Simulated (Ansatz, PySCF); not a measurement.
Ways to break one bond of F[SiH2]F:

A. F[SiH2]F -> F[SiH2] + F atom
B. F[SiH2]F -> F[SiH]F + H atom

Quantity: bond dissociation energy (enthalpy at 298 K, with B3LYP-D3(BJ) rigid-rotor harmonic-oscillator terms), kcal/mol. Geometries: B3LYP-D3(BJ)/def2-TZVP minima from Ansatz (a program for electronic structure). Frequencies are from Ansatz or PySCF. Correlated levels leave the core frozen unless marked. Open shells are spin-unrestricted. No spin-orbit coupling. Non-relativistic. CBS marks a two-point X^-3 extrapolation of the correlation energy; Hartree-Fock from the larger set.

|  | HSE06/def2-TZVPD (Ansatz) | CCSD(T)/aug-cc-pV(D+d)Z (Ansatz) | CCSD(T)/cc-pV(Q+d)Z (Ansatz) | CCSD(T)/CBS(cc-pV(T+d)Z,cc-pV(Q+d)Z) (Ansatz) |
|---|---|---|---|---|
| A | 152.4 | 148.3 | 159.9 | … |
| B | 90.6 | 92.4 | 96.8 | … |

**Question.** Some entries are withheld; supply them.

**Answer.** 
- A, CCSD(T)/CBS(cc-pV(T+d)Z,cc-pV(Q+d)Z) (Ansatz): 161.7
- B, CCSD(T)/CBS(cc-pV(T+d)Z,cc-pV(Q+d)Z) (Ansatz): 97.4
